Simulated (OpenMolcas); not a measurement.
# Hg II: RASPT2 settings compared

```yaml
Program: OpenMolcas 26.06
Basis: ANO-RCC-VDZ [7s6p4d1f]
Scalar_Hamiltonian: DKH2, point nucleus
Active_space: 1 electron in 9 orbitals (RAS2 6s 6p; RAS3 6d, at most 1 electron)
State_averaging: 2S+1 = 2 even, 1 root; 2S+1 = 2 odd, 3 roots
Spin-orbit_coupling: state interaction with AMFI integrals over the reference wave functions, term energies averaged over their components
```

Methods on the same reference wave functions:
A. RASSCF
B. SS-RASPT2, IPEA 0.15 Eh, sigma1 regulariser 0.25 Eh (closed shells correlated: 5d)
C. XMS-RASPT2, IPEA 0.35 Eh, imaginary shift 0.3 Eh (closed shells correlated: 5d)

Energies in eV above 6s ²S_1/2, the measured ground level; measured values from NIST Handbook of Basic Atomic Spectroscopic Data.

| Level | A | B | C | Measured |
| --- | --- | --- | --- | --- |
| 6s ²S_1/2 | 0.0000 | 0.0000 | 0.0000 | 0.0000 |
| 6p ²P°_1/2 | 6.1307 | 6.293 | 6.271 | 6.3835 |
| 6p ²P°_3/2 | 6.9751 | 7.137 | 7.115 | 7.5145 |

Deviations, from unrounded energies. A percentage is the sum of absolute deviations over the sum of measured energies, with the sign that they share, or ± where signs differ.

| Against measurement | Levels | A | B | C |
| --- | --- | --- | --- | --- |
| mean absolute deviation (cm-1) | 2 | 3200 | 1900 | 2100 |
| other configurations (%) | 2 | -5.7 | -3.4 | -3.7 |

B lies closest to measurement on these levels and A furthest from it. The largest miss of B in the table is 6p ²P°_3/2, by -3000 cm-1. The ranking rests on the paired levels alone, and a cruder setting can come out closer through cancelling errors.

Between B and C the level of the table that moves most is 6p ²P°_1/2, by 180 cm-1 (lowest in C, highest in B). Moves below CASPT2's spread within the term are not significant.

The lowest spin-free term lies below A's lowest term by 0.079 hartree in B, 0.078 hartree in C.

Term energies are means over components that CASPT2 splits; among the terms shown or strongly mixed into the levels shown the widest spread is 55 cm-1 (6p ²P°, C). With one active electron outside closed inactive shells, the extra shells (6d) add no correlation to the reference. Spin-orbit splittings of 6p shells tend to come out small when the coupling is added on scalar orbitals. With one active electron the reference holds no correlation, so core polarisation is missing (holds for A). With one active electron, CASPT2 adds the correlation within the correlated inactive shells and between them and that electron, and leaves the splitting within a term as the reference gives it (holds for B; C). Measured partners are found by configuration, term and J. A level has none where our copy of the source lacks it or the pairing is in doubt (some pairs that miss far off the trend of their configuration count as doubtful), and it then counts in no deviation. Only configurations of the active space appear.

° marks odd parity.
